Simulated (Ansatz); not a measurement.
Born–Oppenheimer molecular dynamics of BrGaH5NO2 (10 atoms, charge 0, multiplicity 1). It starts at the highest image of a converged band, a first-order saddle point between two minima.

Level of theory: Ansatz 0.2.0, RKS PBE/def2-SVP.

| Item | Value |
| --- | --- |
| ensemble | NVE (velocity Verlet) |
| time step | 0.5 fs |
| steps asked | 200 |
| starting velocities drawn for | 100 K |
| seed | 10249 |

First frame:

```xyz
10
Properties=species:S:1:pos:R:3
Ga -0.133 0.519 0.020
N -0.076 0.101 2.087
H -0.784 -0.519 2.502
H 0.852 -0.340 2.185
O 1.526 -0.233 -0.135
H 1.842 -0.281 -1.054
O -1.532 -0.293 -0.810
H -2.112 -0.781 -0.200
Br -0.228 2.865 0.121
H -0.074 0.994 2.601
```

Q: How far do the bonds stretch over the last three quarters of this one trajectory? (Pairs bonded in most of those frames.)

A: 
```csv
bond,mean (Å),spread (Å),shortest,longest
Ga1–N2,2.093,0.023,2.06,2.13
Ga1–O5,1.834,0.009,1.82,1.85
Ga1–O7,1.819,0.009,1.80,1.83
Ga1–Br9,2.359,0.012,2.34,2.37
N2–H3,1.029,0.013,1.01,1.05
N2–H4,1.034,0.017,1.01,1.06
N2–H10,1.029,0.009,1.01,1.04
O5–H6,0.974,0.019,0.95,1.00
O7–H8,0.980,0.008,0.96,1.00
```

Mean temperature of the second half: 169 K. The conserved energy stayed within 0.13 meV per atom of its start (net change 0.06 meV per atom), so the integration is sound. The kinetic energy rose, since the run started high on the potential surface and went downhill. A run of 0.1 ps of so small a system gives no equilibrium averages. The orbitals stay closed-shell, which can raise the energy where a bond breaks towards radicals; this wasn't checked here.

The run took 5.1 min on 4 threads of Arm Neoverse V1 (shared host), peak memory 0.21 GiB.
